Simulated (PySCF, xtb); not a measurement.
Cl2H5NSi2, SMILES Cl[SiH2]N[SiH2]Cl.

GFN2-xTB (xtb 6.7.1) at its own geometry gives an orbital gap of 5.32 eV and a dipole moment of 1.79 D.

Geometry optimised at PBE0-D3(BJ)/def2-SVP. The values are those of a single conformer.

Question: What does PBE/def2-TZVP run with PySCF give? (The exact figures need the calculation; the answer reports its results.)

Answer: gap 6.07 eV (levels -7.04 and -0.97 eV), dipole 1.02 D.
